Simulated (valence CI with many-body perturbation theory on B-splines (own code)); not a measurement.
Energy levels of Er³⁴⁺

Calculated by valence CI with perturbative core correlation (CI+MBPT): six valence electrons over a frozen Dirac-Fock core [Ar] 3d10, radial functions for each j: 9 s, 9 p, 8 d, 6 f, 3 g, 1 h, with the one-electron correlation potential Σ1, the two-electron term Σ2, the three-electron term Σ3, Breit, model QED; selected CI, second order for the rest, scaled by the run's own slope (own B-spline code, finite nucleus).

No measured spectrum was set against this ion. As an estimate, large intervals hold to a few tenths of a per cent, small ones and those within an open d or f shell to about a per cent. Among the levels kept, up to 650 cm⁻¹ of a level comes from second order outside the variational space, and about a tenth of that is noise between levels of different J, which matters for small intervals.

Levels 1 to 39 of 39, with energies above the lowest level, (4s^2 4p1/2^2 4p3/2^2) J=2. "Leading %" is the weight of the configuration and term that name the level; weights of strongly mixed levels are sums over their largest components and can fall short. In the jj column 3d3/2^4 stands for four electrons in 3d with j = 3/2. Lifetimes count E1, E2, E3, M1 and M2 decay at the calculated energies, and are blank where another channel may lead or the interval is too uncertain; long ones can be off by a factor of two.

```tsv
No.	Configuration	Term	J	E (cm⁻¹)	Leading %	Lifetime	Leading jj	Second component
1	4s²4p⁴	³P	2	0	70		4s^2 4p1/2^2 4p3/2^2 (98 %)	29 % 4s²4p⁴ ¹D
2	4s²4p⁴	¹S	0	61750	60	227 ms	4s^2 4p1/2^2 4p3/2^2 (98 %)	39 % 4s²4p⁴ ³P
3	4s²4p⁴	³P	1	464140	98	486 ns	4s^2 4p1/2 4p3/2^3 (98 %)	
4	4s²4p⁴	¹D	2	496480	70	940 ns	4s^2 4p1/2 4p3/2^3 (98 %)	29 % 4s²4p⁴ ³P
5	4s²4p⁴	³P	0	986310	60	210 ns	4s^2 4p3/2^4 (98 %)	38 % 4s²4p⁴ ¹S
6	4s²4p³4d	³F°	2	1060000	25	481 ps	4s^2 4p1/2^2 4p3/2 4d3/2 (89 %)	24 % 4s²4p³4d ³D°
7	4s²4p³4d	³P°	1	1071600	26	479 ps	4s^2 4p1/2^2 4p3/2 4d3/2 (86 %)	25 % 4s²4p³4d ⁵D°
8	4s²4p³4d	³P°	0	1084400	55	11.9 ns	4s^2 4p1/2^2 4p3/2 4d3/2 (97 %)	33 % 4s²4p³4d ⁵D°
9	4s²4p³4d	³F°	3	1089300	28	19.7 ns	4s^2 4p1/2^2 4p3/2 4d3/2 (90 %)	20 % 4s²4p³4d ⁵D°
10	4s4p⁵	³P°	2	1112800	55	55.2 ps	4s 4p1/2^2 4p3/2^3 (55 %)	9 % 4s²4p³4d ¹D°
11	4s²4p³4d	³F°	4	1177100	46	80.3 μs	4s^2 4p1/2^2 4p3/2 4d5/2 (97 %)	32 % 4s²4p³4d ⁵D°
12	4s4p⁵	³P°	1	1238000	28	4.46 ps	4s 4p1/2^2 4p3/2^3 (55 %)	28 % 4s4p⁵ ¹P°
13	4s4p⁵	³P°	2	1250000	28	4.10 ps	4s^2 4p1/2^2 4p3/2 4d5/2 (59 %)	19 % 4s²4p³4d ⁵D°
14	4s²4p³4d	³D°	3	1267700	30	3.75 ps	4s^2 4p1/2^2 4p3/2 4d5/2 (83 %)	19 % 4s²4p³4d ³F°
15	4s²4p³4d	³D°	1	1319700	44	3.63 ps	4s^2 4p1/2^2 4p3/2 4d5/2 (66 %)	10 % 4s4p⁵ ³P°
16	4s²4p³4d	⁵D°	0	1491800	40	3.48 ns	4s^2 4p1/2 4p3/2^2 4d3/2 (86 %)	24 % 4s²4p³4d ³P°
17	4s²4p³4d	³D°	1	1496300	44	46.7 ps	4s^2 4p1/2 4p3/2^2 4d3/2 (92 %)	35 % 4s²4p³4d ⁵D°
18	4s²4p³4d	³F°	2	1500400	44	153 ps	4s^2 4p1/2 4p3/2^2 4d3/2 (96 %)	27 % 4s²4p³4d ⁵D°
19	4s²4p³4d	³F°	3	1525000	38	109 ps	4s^2 4p1/2 4p3/2^2 4d3/2 (92 %)	25 % 4s²4p³4d ³G°
20	4s²4p³4d	³G°	4	1557400	52	3.16 μs	4s^2 4p1/2 4p3/2^2 4d3/2 (96 %)	30 % 4s²4p³4d ¹G°
21	4s4p⁵	³P°	0	1578800	45	35.4 ps	4s^2 4p1/2 4p3/2^2 4d5/2 (47 %)	32 % 4s²4p³4d ¹S°
22	4s²4p³4d	³F°	2	1594100	59	16.9 ps	4s^2 4p1/2 4p3/2^2 4d3/2 (92 %)	25 % 4s²4p³4d ¹D°
23	4s²4p³4d	¹P°	1	1598400	20	30.2 ps	4s^2 4p1/2 4p3/2^2 4d5/2 (62 %)	18 % 4s4p⁵ ³P°
24	4s²4p³4d	³D°	3	1598800	58	49.7 ps	4s^2 4p1/2 4p3/2^2 4d5/2 (96 %)	28 % 4s²4p³4d ⁵D°
25	4s²4p³4d	⁵D°	4	1605800	49	655 ns	4s^2 4p1/2 4p3/2^2 4d5/2 (97 %)	19 % 4s²4p³4d ³G°
26	4s²4p³4d	³F°	4	1644600	67	2.99 μs	4s^2 4p1/2 4p3/2^2 4d5/2 (96 %)	30 % 4s²4p³4d ¹G°
27	4s²4p³4d	³G°	5	1656800	99	2.94 μs	4s^2 4p1/2 4p3/2^2 4d5/2 (99 %)	
28	4s²4p³4d	³S°	1	1659900	39	935 fs	4s^2 4p1/2 4p3/2^2 4d3/2 (75 %)	17 % 4s²4p³4d ³P°
29	4s²4p³4d	³P°	2	1662800	46	913 fs	4s^2 4p1/2 4p3/2^2 4d3/2 (80 %)	16 % 4s²4p³4d ³D°
30	4s²4p³4d	³D°	3	1669000	54	872 fs	4s^2 4p1/2 4p3/2^2 4d3/2 (84 %)	18 % 4s²4p³4d ³F°
31	4s²4p³4d	³D°	2	1711600	48	119 ps	4s^2 4p1/2 4p3/2^2 4d5/2 (97 %)	28 % 4s²4p³4d ³P°
32	4s²4p³4d	³D°	1	1717800	31	1.02 ps	4s^2 4p1/2 4p3/2^2 4d3/2 (60 %)	25 % 4s²4p³4d ¹P°
33	4s²4p³4d	³F°	3	1735300	34	514 ps	4s^2 4p1/2 4p3/2^2 4d5/2 (98 %)	34 % 4s²4p³4d ¹F°
34	4s4p⁵	³P°	0	1742800	32	2.88 ps	4s^2 4p1/2 4p3/2^2 4d5/2 (49 %)	27 % 4s²4p³4d ¹S°
35	4s²4p³4d	³D°	2	1758900	40	2.77 ps	4s^2 4p1/2 4p3/2^2 4d5/2 (84 %)	18 % 4s²4p³4d ³F°
36	4s²4p³4d	³P°	1	1770000	31	1.39 ps	4s^2 4p1/2 4p3/2^2 4d5/2 (41 %)	25 % 4s²4p³4d ³D°
37	4s²4p³4d	¹F°	3	1788800	45	2.42 ps	4s^2 4p1/2 4p3/2^2 4d5/2 (79 %)	20 % 4s²4p³4d ³F°
38	4s²4p³4d	³S°	1	1817500	29	1.26 ps	4s^2 4p1/2 4p3/2^2 4d5/2 (48 %)	21 % 4s4p⁵ ¹P°
39	4s²4p³4d	¹D°	2	1818200	39	1.22 ps	4s^2 4p1/2 4p3/2^2 4d5/2 (87 %)	31 % 4s²4p³4d ³P°
```

The ionisation energy to 4s²4p³ ²P°3/2 of the next ion comes out as 1469.8 eV (NIST: 1468 ± 5 eV (theoretical)). All 39 levels together are meant to be complete up to 1840800 cm⁻¹.
